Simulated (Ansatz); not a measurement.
AlGeH5, SMILES `[AlH2][GeH3]`, relaxed with RKS PBE0-D4/def2-TZVP in Ansatz from a PBE-D4/def2-SVP geometry. The force threshold is 0.005 eV/Å; the program also tests the step.

The species carries charge 0 and has multiplicity 1.

Start:

```xyz
7

Al    0.655   -0.819    0.991
Ge   -0.450    0.590   -0.729
H     1.425   -0.136    2.221
H     0.583   -2.418    0.892
H    -0.540   -0.093   -2.123
H    -1.918    0.911   -0.311
H     0.245    1.966   -0.940
```

Task: How much energy does the relaxation release, and in how many steps? (Estimate.)

Result: Ansatz gave: 0.01 eV, in 2 steps.

Task: Which bonds change most? (Best estimate.)

Result: The calculation gave: Al1–H3 from 1.604 to 1.588 Å; Al1–H4 from 1.604 to 1.588 Å; Ge2–H6 from 1.560 to 1.544 Å; Ge2–H7 from 1.556 to 1.541 Å.

Task: Give the relaxed structure. (Best estimate.)

Result: The calculation gave: 
```xyz
7

Al    0.652   -0.816    0.986
Ge   -0.451    0.591   -0.729
H     1.414   -0.142    2.205
H     0.582   -2.399    0.891
H    -0.537   -0.090   -2.109
H    -1.904    0.905   -0.310
H     0.242    1.951   -0.934
```
